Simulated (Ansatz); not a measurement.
Geometry optimisation, DFT PBE, scalar-relativistic, plane waves, PAW (Ansatz 0.2.0).

Input:

```yaml
crystal:
  lattice:
    - [-2.29, -3.966396, 0.0]
    - [3.435, -1.983198, 0.0]
    - [0.0, 0.0, 7.17686]
  atoms:
    - { symbol: Be, position: [0.75000007, 0.50000004, 0.0] }
    - { symbol: Be, position: [0.50000004, 0.33333336, 0.25] }
    - { symbol: Be, position: [0.75000007, 0.50000004, 0.5] }
    - { symbol: Be, position: [0.50000004, 0.33333336, 0.75] }
    - { symbol: Be, position: [0.50000003, 2.0e-08, 0.0] }
    - { symbol: Be, position: [0.25000004, 0.83333336, 0.25] }
    - { symbol: Be, position: [0.50000003, 2.0e-08, 0.5] }
    - { symbol: Be, position: [0.25000004, 0.83333336, 0.75] }
    - { symbol: Be, position: [0.25000003, 0.50000002, 0.0] }
    - { symbol: Be, position: [1.0e-08, 0.33333334, 0.25] }
    - { symbol: Be, position: [0.25000003, 0.50000002, 0.5] }
    - { symbol: Be, position: [1.0e-08, 0.33333334, 0.75] }
    - { symbol: Be, position: [0.0, 0.0, 0.0] }
    - { symbol: Be, position: [0.75000008, 0.83333338, 0.25] }
    - { symbol: Be, position: [0.0, 0.0, 0.5] }
    - { symbol: Be, position: [0.75000008, 0.83333338, 0.75] }
    - { symbol: Li, position: [0.49459133, 0.65493281, 0.37761672] }
basis:
  ecutwfc: 420.0
kpoints:
  mp_grid: { grid: [5, 5, 3] }
hamiltonian:
  xc: pbe
scf:
  occupations: { method: gaussian, width: 0.05 }
  lower_state_search: "off"
relax:
  f_tol: 0.03
  max_steps: 60
  adjacent_minimum: "off"
output:
  write_density: true
  write_potential: true
  elf: true
  volumetric_format: npy
```

Launched with:

```bash
$ ansatz run input.yaml --threads 1 --pin off --max-ram 3072MiB --backend cpu --events-out ev --progress --plain --runs-dir out
```

Where does it end, and by what steps?

The run converged. Limits of this set-up: coarse k mesh. After 16 steps the energy has fallen by 4.613 eV; Be11 moved furthest, 1.13 Å.

```json
{"step": "0", "energy less start (eV)": "0.0000", "largest force component (eV/Å)": "4.398", "accepted": "yes"}
{"step": "1", "energy less start (eV)": "-1.9768", "largest force component (eV/Å)": "2.733", "accepted": "yes"}
{"step": "2", "energy less start (eV)": "-3.6710", "largest force component (eV/Å)": "0.561", "accepted": "yes"}
{"step": "3", "energy less start (eV)": "-3.7155", "largest force component (eV/Å)": "0.746", "accepted": "yes"}
{"step": "4", "energy less start (eV)": "-3.8792", "largest force component (eV/Å)": "0.369", "accepted": "yes"}
{"step": "5", "energy less start (eV)": "-3.9975", "largest force component (eV/Å)": "0.197", "accepted": "yes"}
{"step": "6", "energy less start (eV)": "-4.1226", "largest force component (eV/Å)": "0.410", "accepted": "yes"}
{"step": "7", "energy less start (eV)": "-4.2001", "largest force component (eV/Å)": "0.424", "accepted": "yes"}
{"step": "8", "energy less start (eV)": "-4.3878", "largest force component (eV/Å)": "0.355", "accepted": "yes"}
{"step": "9", "energy less start (eV)": "-4.5290", "largest force component (eV/Å)": "0.179", "accepted": "yes"}
{"step": "10", "energy less start (eV)": "-4.4993", "largest force component (eV/Å)": "0.831", "accepted": "no"}
{"step": "11", "energy less start (eV)": "-4.5845", "largest force component (eV/Å)": "0.117", "accepted": "yes"}
{"step": "12", "energy less start (eV)": "-4.6061", "largest force component (eV/Å)": "0.090", "accepted": "yes"}
{"step": "13", "energy less start (eV)": "-4.6120", "largest force component (eV/Å)": "0.045", "accepted": "yes"}
{"step": "14", "energy less start (eV)": "-4.6109", "largest force component (eV/Å)": "0.140", "accepted": "no"}
{"step": "15", "energy less start (eV)": "-4.6124", "largest force component (eV/Å)": "0.043", "accepted": "yes"}
{"step": "16", "energy less start (eV)": "-4.6131", "largest force component (eV/Å)": "0.006", "accepted": "yes"}
```

```xyz
17
Lattice="-2.2900 -3.9664 0.0000 3.4350 -1.9832 0.0000 0.0000 0.0000 7.1769" Properties=species:S:1:pos:R:3
Be 0.073 -4.065 -0.052
Be 0.042 -2.720 1.712
Be -0.266 -3.983 3.539
Be 0.042 -2.720 5.361
Be -1.053 -2.095 -0.052
Be 2.508 -2.801 1.717
Be -1.169 -2.362 3.536
Be 2.507 -2.800 5.357
Be 1.259 -2.136 -0.051
Be 1.334 -0.846 1.723
Be 0.329 -1.200 3.538
Be 1.333 -0.846 5.353
Be 0.118 -0.106 -0.052
Be 1.209 -4.630 1.708
Be -0.507 0.409 3.535
Be 1.209 -4.632 5.363
Li 1.308 -2.748 3.536
```

Whether the end is a true minimum wasn't checked by a vibrational analysis.

Run time: 8.1 min on 1 thread of Intel(R) Xeon(R) Processor @ 2.50GHz (Skylake/Cascade Lake), with other jobs on the host, peak memory 0.45 GiB.
